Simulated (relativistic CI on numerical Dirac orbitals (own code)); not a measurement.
**Slater and spin-orbit integrals, Ni³⁺**

Calculated at this level of theory: Dirac-Coulomb-Breit CI, orbitals from a KLI potential per configuration, a model potential for QED, valence Slater integrals scaled by 0.85, P86 correlation energy added to each configuration (own radial code, finite nucleus).

Slater integrals F^k, G^k are unscaled and averaged over j, outside the closed core [Ne] 3s2; ζ comes from projecting the Hamiltonian with its Breit term on Σ l·s of the shell.

- 3p6.3d7: F^2(3d,3d) = 106640, F^4(3d,3d) = 66575, ζ(3d) = 717.26 cm⁻¹; <r>(3d) = 0.8868, <r^2>(3d) = 0.9877 (bohr units).
- 3p6.3d6.4s: F^2(3d,3d) = 112360, F^4(3d,3d) = 70387, ζ(3d) = 785.75, G^2(3d,4s) = 12919 cm⁻¹; <r>(3d) = 0.8488, <r^2>(3d) = 0.8987, <r>(4s) = 2.074, <r^2>(4s) = 4.863 (bohr units).
- 3p6.3d6.4p: F^2(3d,3d) = 112850, F^4(3d,3d) = 70724, ζ(3d) = 792.27, F^2(3d,4p) = 24771, G^1(3d,4p) = 9228.3, G^3(3d,4p) = 8298.1, ζ(4p) = 1134.6 cm⁻¹; <r>(3d) = 0.8457, <r^2>(3d) = 0.8907, <r>(4p) = 2.388, <r^2>(4p) = 6.464 (bohr units).

**Question.** Give the Racah parameters of the d shell in 3p6.3d7.

**Answer.** B = F²/49 − 5F⁴/441 = 1422 cm⁻¹ and C = 35F⁴/441 = 5284 cm⁻¹; values fitted to spectra at such low charge are typically 15 to 30 % smaller.

In this model ζ of a weakly bound d, f or g electron outside closed shells comes out too small, for d by up to a factor of two or three and at times with the wrong sign; that of an outer p electron is too small as well.

Correlation outside the listed configurations is missing or only estimated: errors of thousands of cm⁻¹ between configurations and terms are usual at this charge. Rates and lifetimes follow the computed energies and can be off by large factors. The fine structure of a lone outer electron comes out too small, for d and f at times inverted, and misplaced configurations move strength between like terms. 50 of the 54 excited levels that our extract of the measured tables holds in this range could be paired (the sources list more); they are missed by 1145 cm⁻¹ on average and 4677 at most, and levels without a partner can miss by more.

Averages of the first 10 configurations, taken without configuration mixing, which lowers the lowest level and can move excited configurations by several eV; other configurations of the list can lie among them:

```
Configuration  Parity  States  Average energy above the lowest level (eV)
      3p6.3d7    even     120                                         3.2
   3p6.3d6.4s    even     420                                        19.1
   3p6.3d6.4p     odd    1260                                        27.4
   3p6.3d6.4d    even    2100                                        38.5
   3p6.3d6.5s    even     420                                        40.0
  3p6.3d5.4s2    even     252                                        41.6
   3p6.3d6.5p     odd    1260                                        43.0
      3p5.3d8     odd     270                                        73.6
   3p6.3d6.4f     odd    2940                                        46.0
   3p6.3d6.5d    even    2100                                        47.4
```
